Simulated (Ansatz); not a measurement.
`[MgH][SH]` + `[F][Ga]([Cl])[Cl]` → `[SH][Mg][Cl]` + `[F][GaH][Cl]` at 600 K and 1 bar (redistribution).

Calculated with Ansatz (gas phase, PBE0-D4/def2-TZVP geometries, no zero-point term in ΔE). CBS: MP2 limit from def2 TZ/QZ plus the TZ coupled-cluster correction, frozen cores. For Ga, Mg outer-core shells are correlated without core-valence functions, which leaves a few kJ/mol of doubt a bond. Scalar relativity is left out up to krypton. One conformer a species, not always the lowest.

| species | CCSD(T)/CBS energy (Eh) | H − E (kJ/mol) | S (J/(mol·K)) |
| --- | --- | --- | --- |
| `[MgH][SH]` | -598.89578 | 67.9 | 309.0 |
| `[F][Ga]([Cl])[Cl]` | -2943.43698 | 52.2 | 377.3 |
| `[SH][Mg][Cl]` | -1058.17129 | 62.9 | 351.8 |
| `[F][GaH][Cl]` | -2484.20089 | 60.4 | 341.3 |

H − E and S are ideal-gas, rigid-rotor, harmonic terms from PBE0-D4/def2-TZVP, for one conformer and one mirror image of each species. 1 Eh = 2625.50 kJ/mol, R = 8.31446 J/(mol·K).

By hand: ΔE, ΔH, ΔS and ΔG.

ΔE = (-1058.17129) + (-2484.20089) − (-598.89578) − (-2943.43698) = -0.03942 Eh = -103.5 kJ/mol. Δ(H − E) = 62.9 + 60.4 − 67.9 − 52.2 = 3.2, so ΔH = -100.3 kJ/mol. ΔS = 351.8 + 341.3 − 309.0 − 377.3 = 6.8 J/(mol·K). ΔG = -100.3 − 600 × (6.8)/1000 = -104.4 kJ/mol.

By hand: the equilibrium constant, and the temperature at which ΔG would vanish if ΔH and ΔS stayed fixed.

log₁₀ K = −ΔG/(RT ln 10) = 9.1. ΔH and −TΔS have one sign here, so there is no such temperature.

The number of gas molecules stays the same, so ΔS is small and ΔH decides. A doubt of 5 kJ/mol in ΔE shifts log₁₀ K by 0.4 here. Other conformers and mirror images would add mixing entropy, several J/(mol·K) or more a flexible species. These are equilibria of isolated gas molecules and say nothing of rates. Largest T1 diagnostic: 0.013 (customary marks: 0.02 for closed shells, 0.045 for open ones).

ΔS is within the doubt of such terms, so its sign, and with it that verdict, could turn.
